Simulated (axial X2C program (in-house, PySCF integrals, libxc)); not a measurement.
## Excited states of LaSe⁺ by EOM-EE-CCSD

Calculated with an in-house all-electron X2C program for linear molecules (integrals from PySCF): two-component X2C with atomic mean-field Coulomb and Gaunt terms, Gaussian nuclei, basis La dyall-cv3z, Se dyall-acv3z with contracted cores.

R = 2.454 Å (near the PBE0 minimum at charge 1 of the determinant lowest at the starting distance; the state shown can have its own minimum elsewhere).

Vertical excitation energies from the closed-shell determinant state of LaSe⁺:

| Ω | excitation (eV) | cm⁻¹ | hole of the leading pair | particle of the leading pair | weight of the pair (for Ω = 0 its time-reversed partner can hold as much again) | singles weight |
| --- | --- | --- | --- | --- | --- | --- |
| 2 | 2.367 | 19095 | 63% Se pπ, 25% La dπ | 51% La sσ, 27% La dσ, 13% Se pσ | 0.83 | 0.93 |
| 1 | 2.388 | 19264 | 63% Se pπ, 25% La dπ | 51% La sσ, 27% La dσ, 13% Se pσ | 0.55 | 0.92 |
| 0⁻ | 2.405 | 19396 | 44% Se pπ, 20% Se pσ, 17% La dπ | 51% La sσ, 28% La dσ, 13% Se pσ | 0.27 | 0.92 |
| 0⁺ | 2.427 | 19572 | 63% Se pπ, 25% La dπ | 95% La dδ | 0.24 | 0.92 |
| 1 | 2.519 | 20320 | 56% Se pσ, 22% La dσ, 8% Se pπ | 50% La sσ, 28% La dσ, 13% Se pσ | 0.77 | 0.92 |
| 0⁻ | 2.555 | 20608 | 65% Se pσ, 25% La dσ | 49% La sσ, 28% La dσ, 13% Se pσ | 0.32 | 0.92 |
| 3 | 2.593 | 20916 | 63% Se pπ, 25% La dπ | 95% La dδ | 0.88 | 0.91 |
| 1 | 2.599 | 20961 | 58% Se pσ, 23% La dσ | 96% La dδ | 0.82 | 0.92 |
| 2 | 2.600 | 20970 | 48% Se pσ, 20% La dσ, 16% Se pπ | 95% La dδ | 0.84 | 0.92 |
| 0⁺ | 2.632 | 21232 | 57% Se pσ, 23% La dσ, 7% Se pπ | 53% La sσ, 25% La dσ, 12% Se pσ | 0.33 | 0.92 |

This point took 92 s on 1 thread of Intel(R) Xeon(R) Platinum 8375C CPU @ 2.90GHz (Ice Lake), with other jobs on the host.

Reference electrons by ω block (each with its −ω partner): 1/2: 29, 3/2: 13, 5/2: 3. 16 electrons of LaSe⁺ correlated (inner shells frozen), 88 natural virtual spinors (a truncated set); levels can be off by some tenths of an eV. Roots sought by Ω: (0: 5, 1: 4, 2: 3, 3: 1); rows need 60 % singles weight and stop where some Ω has no more roots. Missing are any skipped roots, higher Ω and states of a further excitation; these come out far too high here and may in truth be low or lowest. T1 of the reference 0.026 (Lee–Taylor). Number of frozen shells: La 4 s, 3 p, 2 d; Se 3 s, 2 p, 1 d. Large amplitudes in the reference (orbital relaxation or multireference character) lower the reliability.
